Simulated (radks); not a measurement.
Initial-state core-level shifts of the scandium ion Sc2+ when its valence configuration changes from [Ar] 3d1. Method: non-relativistic Kohn-Sham, PBE, spin-unpolarised, spherical densities, point nucleus; computed with a radial shooting solver on a logarithmic mesh with Libxc functionals. Shifts are changes of the shell-averaged eigenvalues in eV (positive: less bound); the change of the density at the nucleus, which sets a Mossbauer isomer shift, is in e/bohr^3, on a base of 6186.

| valence | 1s | 2p | 3s | 3p | density at nucleus |
|---|---|---|---|---|---|
| 4s1 | -6.425 | -7.390 | -6.111 | -5.826 | +5.7488 |
| 4p1 | -7.521 | -8.493 | -7.182 | -6.876 | +1.4294 |
| 3d0.5 4s0.5 | -3.048 | -3.500 | -2.945 | -2.809 | +2.6812 |
